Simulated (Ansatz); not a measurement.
Calculated with Ansatz (gas phase, PBE0-D4/def2-TZVP geometries, no zero-point term in ΔE). CCSD(T)/CBS is the MP2 limit (def2-TZVPP, def2-QZVPP) plus CCSD(T) − MP2 in def2-TZVPP, frozen cores. DFT in def2-TZVPP. B3LYP here is the variant with VWN-RPA as its local correlation; programs differ in this. One conformer a species, not always the lowest.

Consider the redistribution: `CSB[SiH2]O` + `C[SiH2]C[SiH3]` → `CSB[SiH3]` + `C[SiH2]C[SiH2]O`.

`CSB[SiH2]O`:

Z-matrix (Å, degrees):
```
C
S 1 1.810
H 1 1.090 2 109.1
H 1 1.090 2 108.8 3 -118.9
H 1 1.088 2 109.7 3 120.6
B 2 1.748 1 107.4 3 -117.3
Si 6 2.008 2 117.6 1 178.1
H 6 1.197 2 119.6 1 -0.8
O 7 1.656 6 114.1 2 2.4
H 7 1.487 6 111.0 2 121.3
H 7 1.496 6 108.0 2 -121.2
H 9 0.958 7 116.9 6 -43.8
```

`C[SiH2]C[SiH3]`:

Cartesian coordinates in Å:
```
C -1.966 0.204 -0.215
Si -0.453 -0.406 -1.129
C 0.956 -0.797 0.044
Si 1.544 0.641 1.086
H -2.787 0.391 -0.911
H -2.305 -0.536 0.514
H -1.759 1.133 0.320
H 0.003 0.631 -2.099
H -0.802 -1.628 -1.909
H 1.803 -1.169 -0.543
H 0.651 -1.612 0.710
H 2.723 0.264 1.912
H 0.465 1.096 2.004
H 1.927 1.787 0.218
```

`CSB[SiH3]`:

Cartesian coordinates in Å:
```
C 0.962 -1.668 1.453
S 1.130 -0.284 0.299
B -0.486 0.179 -0.176
Si -0.690 1.703 -1.467
H 1.413 -1.391 2.406
H 1.488 -2.532 1.048
H -0.091 -1.906 1.595
H -1.423 -0.413 0.272
H -1.508 2.787 -0.853
H 0.614 2.286 -1.887
H -1.408 1.242 -2.690
```

`C[SiH2]C[SiH2]O`:

Z-matrix (Å, degrees):
```
C
Si 1 1.871
H 1 1.093 2 111.3
H 1 1.093 2 110.9 3 120.1
H 1 1.093 2 110.7 3 -120.1
C 2 1.877 1 111.8 3 -62.3
H 2 1.491 1 109.5 3 176.4
H 2 1.490 1 109.7 3 58.6
Si 6 1.862 2 115.2 1 58.2
H 6 1.096 2 108.4 1 -64.6
H 6 1.096 2 108.0 1 179.6
O 9 1.651 6 113.2 2 169.6
H 9 1.492 6 108.7 2 -67.5
H 9 1.483 6 110.4 2 52.4
H 12 0.958 9 117.8 6 66.1
```

Question: Is it downhill or uphill in electronic energy at CCSD(T)/CBS, and by how much? (Best estimate.)

Answer: Ansatz gave: Downhill: ΔE = -11.5 kJ/mol.

Question: What do these levels give: B3LYP-D4, ωB97M-V, B2PLYP, PBE0, B3LYP, MP2/def2-TZVPP, CCSD/def2-TZVPP, CCSD(T)/def2-TZVPP, MP2/def2-QZVPP, SCS-MP2/def2-QZVPP, HF/CBS(def2), CCSD/CBS(def2)? (An estimate is asked.)

Answer: Ansatz gave: B3LYP-D4 -9.6, ωB97M-V -11.3, B2PLYP -11.3, PBE0 -11.4, B3LYP -11.0, MP2/def2-TZVPP -11.7, CCSD/def2-TZVPP -11.7, CCSD(T)/def2-TZVPP -11.9, MP2/def2-QZVPP -11.4, SCS-MP2/def2-QZVPP -10.9, HF/CBS(def2) -10.6, CCSD/CBS(def2) -11.3 kJ/mol.

Largest T1 diagnostic among the species: 0.015.
